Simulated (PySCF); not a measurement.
Si(Br)(Me)(OH)(NMe2) (C3H10BrNOSi), SMILES CN(C)[Si](C)(O)Br. Atoms are numbered in the order given.

```xyz
17

C     -1.5625    -1.1059     1.8974
N     -1.3251     0.0413     1.0580
C     -2.5066     0.5538     0.4049
Si     0.2314     0.4638     0.4854
C      1.5658     0.0321     1.7011
O      0.1843     2.0759     0.0938
Br     0.7670    -0.5790    -1.4620
H     -2.2995    -0.8665     2.6857
H     -1.9547    -1.9722     1.3292
H     -0.6386    -1.4266     2.3993
H     -2.9645    -0.1871    -0.2792
H     -2.2566     1.4534    -0.1739
H     -3.2699     0.8376     1.1519
H      1.3533     0.4868     2.6811
H      2.5262     0.4247     1.3352
H      1.6750    -1.0549     1.8260
H      0.5662     2.2992    -0.7603
```
Charge 0, spin multiplicity 1.

Coordinates come from a PBE0-D3(BJ)/def2-SVP optimisation. Other conformers were not sampled.

Level of theory: PBE/def2-TZVP (PySCF).

ESP charges are fitted to the potential on shells at 1.4 to 2.0 van der Waals radii. Atomic charges (e):

```json
[
 {"atom": "C1", "ESP fit": "-0.42", "Löwdin": "-0.33", "meta-Löwdin": "-0.24"},
 {"atom": "N2", "ESP fit": "0.11", "Löwdin": "?", "meta-Löwdin": "-0.39"},
 {"atom": "C3", "ESP fit": "-0.49", "Löwdin": "-0.33", "meta-Löwdin": "-0.25"},
 {"atom": "Si4", "ESP fit": "0.50", "Löwdin": "?", "meta-Löwdin": "1.12"},
 {"atom": "C5", "ESP fit": "-0.80", "Löwdin": "-0.44", "meta-Löwdin": "-0.63"},
 {"atom": "O6", "ESP fit": "-0.56", "Löwdin": "-0.08", "meta-Löwdin": "-0.73"},
 {"atom": "Br7", "ESP fit": "-0.24", "Löwdin": "?", "meta-Löwdin": "-0.34"},
 {"atom": "H8", "ESP fit": "0.13", "Löwdin": "?", "meta-Löwdin": "0.11"},
 {"atom": "H9", "ESP fit": "0.13", "Löwdin": "?", "meta-Löwdin": "0.10"},
 {"atom": "H10", "ESP fit": "0.14", "Löwdin": "?", "meta-Löwdin": "0.12"},
 {"atom": "H11", "ESP fit": "0.13", "Löwdin": "?", "meta-Löwdin": "0.10"},
 {"atom": "H12", "ESP fit": "0.15", "Löwdin": "?", "meta-Löwdin": "0.13"},
 {"atom": "H13", "ESP fit": "0.16", "Löwdin": "?", "meta-Löwdin": "0.11"},
 {"atom": "H14", "ESP fit": "0.23", "Löwdin": "0.14", "meta-Löwdin": "0.14"},
 {"atom": "H15", "ESP fit": "0.23", "Löwdin": "0.14", "meta-Löwdin": "0.15"},
 {"atom": "H16", "ESP fit": "0.22", "Löwdin": "0.14", "meta-Löwdin": "0.14"},
 {"atom": "H17", "ESP fit": "0.38", "Löwdin": "0.17", "meta-Löwdin": "0.36"}
]
```

Fill in the missing entries. (An estimate is asked for; the answer gives what the named calculation found.)


- N2, Löwdin: 0.02
- Si4, Löwdin: -0.25
- Br7, Löwdin: 0.12
- H8, Löwdin: 0.12
- H9, Löwdin: 0.11
- H10, Löwdin: 0.12
- H11, Löwdin: 0.11
- H12, Löwdin: 0.13
- H13, Löwdin: 0.12

Computed Mayer and Wiberg (Löwdin basis) orders of the bonds:
```tsv
bond	Mayer	Wiberg
C1–N2	0.98	1.34
N2–C3	0.98	1.33
N2–Si4	1.24	1.31
Si4–C5	1.00	1.19
Si4–O6	1.31	1.64
Si4–Br7	1.03	1.59
C1–H8	0.96	0.91
C1–H9	0.95	0.92
C1–H10	0.96	0.90
C3–H11	0.95	0.92
C3–H12	0.96	0.90
C3–H13	0.96	0.91
C5–H14	0.94	0.89
C5–H15	0.94	0.89
C5–H16	0.94	0.89
O6–H17	0.87	1.01
```
